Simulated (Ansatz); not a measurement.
Calculated with Ansatz (gas phase, PBE0-D4/def2-TZVP geometries, no zero-point term in ΔE). CBS: MP2 limit from def2 TZ/QZ plus the TZ coupled-cluster correction, frozen cores. DFT in def2-TZVPP. B3LYP here is the variant with VWN-RPA as its local correlation; programs differ in this. One conformer a species, not always the lowest.

`CB[SiH2][SiH2][AlH2]` → `[AlH2][SiH2]BC[SiH3]`  (isomerisation)

| level | ΔE (kJ/mol) | difference from CCSD(T)/CBS |
| --- | --- | --- |
| PBE-D4 | 4.0 | 10.2 |
| PBE0-D4 | 2.8 | 9.0 |
| B3LYP-D4 | -6.4 | -0.2 |
| B3LYP | -12.8 | -6.6 |
| SCS-MP2/def2-TZVPP | -16.0 | -9.8 |
| CCSD(T)/def2-TZVPP | -8.3 | -2.1 |
| HF/def2-QZVPP | -21.6 | -15.4 |
| MP2/def2-QZVPP | -12.6 | -6.4 |
| MP2/CBS(def2) | -11.5 | -5.3 |
| CCSD/CBS(def2) | -7.8 | -1.6 |
| CCSD(T)/CBS | -6.2 | 0 |

Largest T1 diagnostic among the species: 0.014.

In def2-TZVPP, CCSD(T) changes the Hartree–Fock value by +12.7 kJ/mol (the triples alone add +1.6 kJ/mol) and MP2 by +7.4 kJ/mol. The D4 term adds +6.3 kJ/mol with B3LYP and +3.4 kJ/mol with PBE0; it sums over pairs of atoms, weighted by their polarisabilities, and B3LYP, whose exchange is more repulsive, gets the larger term.
